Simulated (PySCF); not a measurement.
C6H14Te, charge -1, doublet, at the geometry of the source list (a state made from the parent by changing its charge; the spin is typed, not shown lowest) (all electrons, no relativity) (in this run its highest filled SCF level lies above zero, so its values depend strongly on the basis, on diffuse functions most of all). Base run: PBE0/3-21G (PySCF).

Geometry (Å):
```xyz
21

C      2.0419     1.0834     0.3624
C      1.5672    -0.3555     0.2959
C      2.7319    -1.3113     0.1179
Te     0.1044    -0.6610    -1.3200
C     -1.6091    -0.0563    -0.0786
C     -1.9316     1.4167    -0.2429
C     -2.8145    -0.9203    -0.3980
H      2.5689     1.3559    -0.5493
H      2.7230     1.2151     1.2029
H      1.2073     1.7664     0.4969
H      1.0335    -0.6013     1.2156
H      2.4011    -2.3442     0.1951
H      3.4859    -1.1351     0.8849
H      3.1996    -1.1714    -0.8543
H     -1.2901    -0.2461     0.9474
H     -1.0731     2.0384     0.0023
H     -2.2311     1.6313    -1.2664
H     -2.7518     1.6974     0.4182
H     -2.5813    -1.9755    -0.2766
H     -3.1428    -0.7558    -1.4222
H     -3.6395    -0.6709     0.2690
```
Charge -1, spin multiplicity 2.
Orbitals are unrestricted.
All else is at PySCF's defaults.

The base run was repeated with changes; each row names its change, and settings that it needs were set with it.

```
change                                                                                   basis functions       E (Eh)  HOMO (eV)                outcome
---------------------------------------------------------------------------------------  ---------------  -----------  ---------  ---------------------
base                                                                                                 113  -6820.39687       3.32              converged
basis = ANO-RCC-VDZP; relativity = spin-free X2C                                                       -            -          -  cut at the time limit
basis = jorge-DZP-DKH; relativity = spin-free X2C; nucleus = Gaussian (with nucmod='G')              208  -7024.63201       2.88              converged
basis = jorge-DZP-DKH; relativity = none                                                             208  -6781.36871       2.76              converged
basis = jorge-DZP-DKH; relativity = spin-free X2C                                                    208  -7024.81603       2.88              converged
basis = ANO-RCC-VDZP; relativity = none                                                                -            -          -  cut at the time limit
```

Absolute energies of different levels of theory aren't comparable as measures of quality.

Open shells are given as the SCF converged; they aren't shown to be the lowest states, and a large step between rows can be another state.

Basis sets contracted for a relativistic Hamiltonian are a mismatch without it, so the rows without relativity aren't non-relativistic limits. No row has spin-orbit coupling; sets with core potentials leave out the core electrons.
